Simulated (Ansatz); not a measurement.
Basis sets compared for SbH2(SiH3) (SiSbH5). Total charge 0; singlet. Geometry r2SCAN-D4/def2-TZVP. Ansatz on 4 threads of Intel Xeon on a shared host; times are rough, and most runs start from earlier orbitals.

```xyz
7

Sb   -0.344    0.781   -1.488
H    -0.487    2.162   -0.491
H     1.354    0.970   -1.557
Si   -0.142   -0.739    0.585
H     0.902   -0.295    1.542
H     0.174   -2.117    0.131
H    -1.457   -0.762    1.277
```

In the def2 sets Sb takes a core potential; there is no spin–orbit coupling.

Binding counts from free atoms (Sb quartet, H doublet, Si triplet) in the same basis, without a counterpoise term.

| level | functions | energy (Eh) | HOMO (eV) | LUMO (eV) | binding per atom (eV) | wall time |
| --- | --- | --- | --- | --- | --- | --- |
| PBE-D4/def2-SVP | 69 | -532.4685 | -6.24 | -0.98 | 2.52 | 0.5 s |
| PBE0-D4/def2-SVP | 69 | -532.5160 | -7.23 | -0.24 | 2.51 | 0.96 s |

**Question.** Estimate the rows for PBE-D4/def2-TZVP, PBE0-D4/def2-TZVP.

**Answer.** 
| level | functions | energy (Eh) | HOMO (eV) | LUMO (eV) | binding per atom (eV) | wall time |
| --- | --- | --- | --- | --- | --- | --- |
| PBE-D4/def2-TZVP | 117 | -532.5820 | -6.30 | -1.21 | 2.54 | 1.5 s |
| PBE0-D4/def2-TZVP | 117 | -532.6271 | -7.26 | -0.48 | 2.53 | 1.5 s |
